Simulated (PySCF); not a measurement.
# Excitation energy of Sn by level of theory

Sn [Kr] 4d10 5s2 5p2 (3P) → Sn [Kr] 4d10 5s2 5p1 5d1 (high-spin determinant), as a difference of total energies. Calculation: PySCF 2.14, in aug-cc-pVDZ-PP with ECP28MDF (5s4p3d, 32 functions); a scalar-relativistic core potential. Correlated levels: valence: 4s2 4p6 4d10 frozen. The calculations carry no spin-orbit coupling.

| method | excitation energy (eV) |
| --- | --- |
| UHF | 6.419 |
| MP2 (valence) | 6.442 |
| SCS-MP2 (valence) | 6.404 |
| CCSD (valence) | 5.824 |
| CCSD(T) (valence) | 5.483 |

Q: How much does correlation contribute at CCSD(T) (valence)?

A: 5.483 − (6.419) = -0.936 eV, measured against UHF.

The promoted electron is Rydberg-like, and one or two diffuse shells describe it only roughly, which tends to raise the upper state.

The coupled-cluster amplitudes are large for the upper state (T1 above 0.03 or a double amplitude above 0.15), so a single reference is strained.

The determinant of the upper state mixes LS terms, which raises its energy above the lowest term, most at the Hartree-Fock and MP2 levels.
